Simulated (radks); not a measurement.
Values are calculated unless marked as measured or tabulated.
Q: The nickel ion Ni6+, configuration [Ar] 3d4. Level of theory: Dirac Kohn-Sham, LDA (Slater exchange, Perdew-Wang correlation), spin-unpolarised, spherical densities, point nucleus; open shells fill j = l - 1/2 first (a radial shooting solver on a logarithmic mesh with Libxc functionals).

Spin-orbit splittings of the eigenvalues, e(l+1/2) - e(l-1/2), with zeta = 2 splitting/(2l+1) and mean radii in bohr:

shell  occ.  splitting (eV)  zeta (eV)  <r> j=l-1/2  <r> j=l+1/2
2p        6           17.43      11.62       0.2133       0.2165
3p        6           2.514      1.676       0.7252       0.7331
3d        4          0.3591     0.1437       0.7547       0.7571
4p        0               ?          ?        1.837        1.851

Estimate the 4p splitting.

A: 0.4970 eV (zeta = 0.3313 eV).
